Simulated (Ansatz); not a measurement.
Consider the hydrogenolysis of the Si–F bond: `C=C([SeH])[SiH2]F` + H₂ → `C=C([SiH3])[SeH]` + H–F.

Isolated molecules relaxed with PBE0-D4/def2-TZVP in Ansatz; ΔE leaves out vibrations. CCSD(T)/CBS is the MP2 limit (def2-TZVPP, def2-QZVPP) plus CCSD(T) − MP2 in def2-TZVPP, frozen cores. This one scheme is used for every species. DFT in def2-TZVPP. B3LYP here is the variant with VWN-RPA as its local correlation; programs differ in this. For Se outer-core shells are correlated without core-valence functions, which leaves a few kJ/mol of doubt a bond. Scalar relativity is left out up to krypton. One conformer a species, not always the lowest.

`C=C([SeH])[SiH2]F`:

Z-matrix (Å, degrees):
```
Si
F 1 1.601
C 1 1.851 2 109.1
H 1 1.481 2 108.3 3 -120.8
H 1 1.484 2 108.5 3 119.4
Se 3 1.911 1 114.6 2 175.5
C 3 1.330 1 124.3 2 -10.8
H 6 1.471 3 95.1 1 -37.4
H 7 1.086 3 122.9 1 -178.1
H 7 1.086 3 120.2 1 1.8
```

H₂:

Cartesian coordinates in Å:
```
H 0.005 -0.236 0.289
H -0.005 0.236 -0.289
```

`C=C([SiH3])[SeH]`:

```xyz
10

C    -0.714   -0.783    1.315
C    -0.405   -0.374    0.085
Si    1.000    0.799   -0.261
Se   -1.348   -1.083   -1.415
H    -0.147   -0.429    2.170
H    -1.525   -1.476    1.524
H     0.498    1.944   -1.067
H     2.061    0.114   -1.042
H     1.551    1.291    1.029
H    -0.971   -0.004   -2.338
```

H–F:

Z-matrix (Å, degrees):
```
F
H 1 0.920
```

| level | ΔE (kJ/mol) | difference from CCSD(T)/CBS |
| --- | --- | --- |
| PBE-D4 | 109.3 | -5.1 |
| r2SCAN-D4 | 122.5 | 8.1 |
| PBE0-D4 | 107.9 | -6.5 |
| B3LYP-D4 | 118.4 | 4.0 |
| ωB97X-V | 116.8 | 2.4 |
| ωB97M-V | 118.4 | 4.0 |
| B2PLYP | 118.4 | 4.0 |
| PBE | 108.3 | -6.1 |
| r2SCAN | 122.2 | 7.8 |
| PBE0 | 107.0 | -7.4 |
| B3LYP | 116.8 | 2.4 |
| HF/def2-TZVPP | 117.0 | 2.6 |
| MP2/def2-TZVPP | 117.1 | 2.7 |
| SCS-MP2/def2-TZVPP | 117.5 | 3.1 |
| CCSD/def2-TZVPP | 112.0 | -2.4 |
| CCSD(T)/def2-TZVPP | 112.8 | -1.6 |
| HF/def2-QZVPP | 118.8 | 4.4 |
| MP2/def2-QZVPP | 118.7 | 4.3 |
| SCS-MP2/def2-QZVPP | 118.9 | 4.5 |
| HF/CBS(def2) | 119.0 | 4.6 |
| MP2/CBS(def2) | 118.8 | 4.4 |
| CCSD/CBS(def2) | 113.6 | -0.8 |
| CCSD(T)/CBS | 114.4 | 0 |

Largest T1 diagnostic among the species: 0.011.
